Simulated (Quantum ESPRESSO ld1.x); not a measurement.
All-electron atom: I III in [Kr] 4d10 5s2 5p2 4f1 (not the ground configuration). Calculated with ld1.x of Quantum ESPRESSO 7.5: scalar-relativistic Kohn-Sham, PBE, spin-unpolarised, spherical densities, point nucleus.

Unscreened Slater integrals over Kohn-Sham orbitals (cm^-1).

integral    value
F0(4f,4f)   53966
F2(4f,4f)   22870
F4(4f,4f)   13958
F6(4f,4f)  9948.7
F0(4f,5p)   66936
F2(4f,5p)   27934
G2(4f,5p)   22341
G4(4f,5p)   15004
F0(4f,5s)   70175
G3(4f,5s)   16635
F0(4f,4d)   79924
F2(4f,4d)   19451
F4(4f,4d)   10079
G1(4f,4d)   18036
G3(4f,4d)   10569
G5(4f,4d)  7276.3
F0(4f,4p)   81144
F2(4f,4p)   17614
G2(4f,4p)   10962
G4(4f,4p)  7278.5
F0(5p,5p)   91139
F2(5p,5p)   49437
F0(5p,5s)   97703
G1(5p,5s)   65162
F0(5p,4d)  113570
F2(5p,4d)   32250
G1(5p,4d)   10135
G3(5p,4d)  9455.0
F0(5p,4p)  115420
F2(5p,4p)   27822
G0(5p,4p)  5439.1
G2(5p,4p)  7001.9
F0(5s,5s)  106460
F0(5s,4d)  129740
G2(5s,4d)   16219
F0(5s,4p)  132360
G1(5s,4p)  9497.2
F0(4d,4d)  215960
F2(4d,4d)  109410
F4(4d,4d)   72623
F0(4d,4p)  230800
F2(4d,4p)  117410
G1(4d,4p)  149410
G3(4d,4p)   92623
F0(4p,4p)  249200
F2(4p,4p)  130900

Derived for the open shells (J is the average intra-shell exchange parameter used in DFT+U). 5p: J = F2/5 = 9887 cm^-1. 4f: F4/F2 = 0.610, F6/F2 = 0.435, J = (286 F2 + 195 F4 + 250 F6)/6435 = 1826 cm^-1.
